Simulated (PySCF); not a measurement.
CH6FNOSi2, SMILES N[Si@@H]1OC[Si@@H]1F.

Coordinates come from a PBE0-D3(BJ)/def2-SVP optimisation. The structure was generated by enumeration; whether it is a known compound was not checked. One conformer was computed; it need not be the lowest.

All values below come from PySCF with CAM-B3LYP/def2-TZVP.

Isolated molecule, no solvent.

```yaml
total_energy: -850.68549 hartree
highest_occupied_level: -8.83 eV
lowest_empty_level: 0.42 eV
orbital_gap: 9.25 eV
dipole_moment: 0.195 e·Å
quadrupole, principal values (traceless, Buckingham form, about the centre of nuclear charge): -11.94, 0.48, 11.45 D·Å
mean_static_polarisability: 69.9 bohr³ (10.35 Å³)
polarisability_principal_values: 63.1, 64.8, 81.6 bohr³
```
